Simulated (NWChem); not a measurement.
System: BNH$_{3}$F; SMILES FBN

```xyz
6

B     -0.4892     0.0627     0.0000
H     -1.6842     0.1000     0.0000
F      0.2018     1.2145     0.0000
N      0.1975    -1.1545     0.0000
H      1.2071    -1.2167     0.0000
H     -0.2752    -2.0459     0.0000
```
Atoms are numbered in this order, from 1.

All runs: NWChem. Pople sets run with spherical d functions. All runs use the structure optimised with B3LYP/6-31G* (spherical d). B3LYP is NWChem's, with the RPA form of VWN correlation. Vertical excitations in the gas phase; the lowest state need not have the same character in each row.

| level | lowest excitation, singlet (eV) | oscillator strength of that lowest state | orbital gap (eV) |
|---|---|---|---|
| PBE/6-31+G*, full TDDFT | ___ | 0.055 | ___ |
| B3LYP/6-31+G*, full TDDFT | 6.97 | 0.058 | 8.07 |
| BHandHLYP/6-31+G*, full TDDFT | 7.49 | 0.060 | 10.31 |
| LDA (Slater exchange, VWN5)/6-31+G*, full TDDFT | 6.83 | 0.059 | 6.77 |

### Question
Fill in the missing entries.

### Answer

- PBE/6-31+G*, full TDDFT, lowest excitation, singlet (eV): 6.65
- PBE/6-31+G*, full TDDFT, orbital gap (eV): 6.59
